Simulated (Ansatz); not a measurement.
Reactions of CH$_{6}$AlBrSi, SMILES `[CH3][Al]([SiH3])[Br]`.

Calculated with Ansatz (gas phase, PBE0-D4/def2-TZVP geometries, no zero-point term in ΔE). CBS: MP2 limit from def2 TZ/QZ plus the TZ coupled-cluster correction, frozen cores. This one scheme is used for every species. DFT in def2-TZVPP. B3LYP here is the variant with VWN-RPA as its local correlation; programs differ in this. For Br, Zn outer-core shells are correlated without core-valence functions, which leaves a few kJ/mol of doubt a bond. Scalar relativity is left out up to krypton. One conformer a species, not always the lowest.

```
                                                                                 reaction  CCSD(T)/CBS(def2) (kJ/mol)
                             `[CH3][Al]([SiH3])[Br]` + H₂O → `[CH3][Al]([OH])[Br]` + SiH₄                           ?
                                   `[CH3][Al]([SiH3])[Br]` + H₂ → `[CH3][AlH][Br]` + SiH₄                           ?
                            `[CH3][Al]([SiH3])[Br]` + H₂O → `[CH3][Al]([OH])[SiH3]` + HBr                          35
     `[CH3][Al]([SiH3])[Br]` + `O[SiH2][SiH3]` → `[SiH3]O[SiH2][SiH3]` + `[CH3][AlH][Br]`                         -96
                           `[CH3][Al]([SiH3])[Br]` + `NCSS` → `CNCSS` + `[SiH3][AlH][Br]`                          76
`[CH3][Al]([SiH3])[Br]` + `[F][Zn][CH2]Cl` → `[CH3][Al]([Cl])[Br]` + `[F][Zn][CH2][SiH3]`                        -248
                                    `[CH3][Al]([SiH3])[Br]` → `[CH3][AlH][Br]` + `[SiH2]`                         245
 `[CH3][Al]([SiH3])[Br]` + `C=C[Si](F)(F)F` → `C=[CH][Al]([CH3])[SiH3]` + `F[Si](F)(F)Br`                           ?
                                  `[CH3][Al]([SiH3])[Br]` + H₂ → `[CH3][AlH][SiH3]` + HBr                         162
                     `[CH3][Al]([SiH3])[Br]` + ethylene → `C=[CH][Al]([CH3])[SiH3]` + HBr                         168
```

Problem. Fill in the missing values. (Estimate.)

Solution. Computed: `[CH3][Al]([SiH3])[Br]` + H₂O → `[CH3][Al]([OH])[Br]` + SiH₄: -134.8 kJ/mol; `[CH3][Al]([SiH3])[Br]` + H₂ → `[CH3][AlH][Br]` + SiH₄: -10.8 kJ/mol; `[CH3][Al]([SiH3])[Br]` + `C=C[Si](F)(F)F` → `C=[CH][Al]([CH3])[SiH3]` + `F[Si](F)(F)Br`: +96.9 kJ/mol.

Largest T1 diagnostic: 0.015, for `[F][Zn][CH2]Cl`.
